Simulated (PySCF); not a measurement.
# Fe: interval between two levels

Fe [Ar] 3d6 4s2 [5D4, M_J = 4] → Fe [Ar] 3d7 4s1 [5F5, M_J = 5], as a difference of total energies. Computed with PySCF 2.14 in x2c-SVPall-2c with one added diffuse shell each of s, d type (6s5p4d1f, 48 functions), with the two-component X2C-1e Hamiltonian. Correlated levels: [Ne] frozen; the 6 highest virtual spinors dropped. "Screened" scales the spin-orbit matrix elements by Boettger's factors to mimic the two-electron term; Breit and QED terms are absent.

| method | interval between two levels (cm⁻¹) |
| --- | --- |
| GHF (spin-free) | 17066 |
| GMP2 (spin-free) | 6159.4 |
| GHF (screened spin-orbit) | 16934 |
| GMP2 (screened spin-orbit) | 6024.1 |

Errors of the correlated levels include the incompleteness of this basis and the frozen core.

The labels give the starting determinants; with spin-orbit coupling the two ends relaxed to ⟨J²⟩ = 20.02, ⟨L²⟩ = 6.01, ⟨S²⟩ = 6.01 and ⟨J²⟩ = 30.01, ⟨L²⟩ = 12.01, ⟨S²⟩ = 6.00.

For comparison: 6928.3 cm⁻¹ (measured; NIST Handbook of Basic Atomic Spectroscopic Data (Sansonetti and Martin, J. Phys. Chem. Ref. Data 34, 1559 (2005))).
